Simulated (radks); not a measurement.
These are the eigenvalues of the occupied orbitals of an atom or ion with whole-number occupations (eV). Method: Dirac Kohn-Sham, SOGGA, spin-unpolarised, spherical densities, finite nucleus; Fermi nuclear charge, rms radius of each element as measured or else 0.836 A^(1/3) + 0.57 fm; computed with a radial shooting solver on a logarithmic mesh with Libxc functionals.

1s1/2: -53605.54
2s1/2: -8953.031
2p1/2: -8518.401
2p3/2: -7718.702
3s1/2: -2021.561
3p1/2: -1831.651
3p3/2: -1665.611
3d3/2: -1338.527
3d5/2: -1302.261
4s1/2: -429.1926
4p1/2: -354.2202
4p3/2: -316.9561
4d3/2: -193.2894
4d5/2: -186.5167
5s1/2: -81.2234
5p1/2: -60.0157
5p3/2: -54.6460
4f5/2: -38.9734
4f7/2: -38.0122
5d3/2: -26.7680
5d5/2: -26.2303

Which element is it, and in what charge state? The configuration may be excited. Open shells, if any, are shared by 2j + 1.

Answer. Z = 66, dysprosium, charge +3: Dy3+ in [Kr] 4d10 4f9 5s1 5p6 5d1. The list shows which subshells hold electrons but not how many an open one holds; the 1s level, -1970 hartree, gives Z - s = 62.8 by -(Z - s)^2/2, which with screening and relativity narrows Z to a few neighbours, and the depths of the outer levels then fix element, charge and occupations together.
